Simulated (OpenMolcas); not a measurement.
# Potential curves of GeN: spin-free states

Computed with OpenMolcas 26.06: state-averaged CASSCF(9,8) over Ge 4s 4p, N 2s 2p, XMS-CASPT2 (IPEA 0.25, imaginary shift 0.2 hartree), scalar X2C, ANO-RCC-VTZP, then RASSI spin–orbit state interaction with atomic mean-field integrals. C2 symmetry about the axis (a holds Σ, Δ, Γ; b holds Π, Φ, H; Σ⁺ and Σ⁻ are not told apart); roots by multiplicity and irrep: 2a 7, 2b 8, 4a 5, 4b 2, 6a 1.

XMS-CASPT2 energies in eV from the lowest point. Curves are followed by energy order within each symmetry, so they are adiabatic and may change character at avoided crossings; Σ⁺ and Σ⁻ are counted together.

```csv
R (Å),(1)2Σ,(1)4Π,(2)2Σ,(1)6Σ,(3)2Σ
1.514,0.721,6.018,4.264,8.806,6.195
1.589,0.187,4.631,3.684,7.328,5.160
1.664,0.000,3.696,3.404,6.277,4.499
1.830,0.296,2.613,3.310,4.911,3.886
1.947,0.788,2.361,3.452,4.420,3.855
2.097,1.510,2.347,3.749,4.071,4.063
3.162,3.565,3.572,5.919,3.656,6.185
```

Left out for impure symmetry, kinks or missing points, though low: (1)2Π, (1)4Σ, (2)2Π, (1)4Δ, (2)4Σ, (1)2Δ, (3)2Π, (3)4Σ, (1)2Φ, (2)2Δ. Only roots inside an energy window near the equilibrium distance were included, so the list of states is not complete; labels number the states computed. Each spin and symmetry block has orbitals of its own, averaged over its own roots, so gaps between blocks are less sure than gaps within one and near the minimum can be off by tenths of an eV, in bad cases by more. No Rydberg orbitals are active, so Rydberg states, and σ→σ* states whose orbital the CASSCF left unused, can be missing between those listed. CASPT2 splits the two components of degenerate states numerically, here by up to 110 cm⁻¹. At stretched bonds a block can hold a wrong CASSCF solution and miss its lowest state; points past a visible jump are left out. No roots were computed in block 6b (none fell in the window or the block failed), so states of that kind are missing and can lie low or lowest. Points that failed a check (symmetry, reference weights, a jump) are left out.
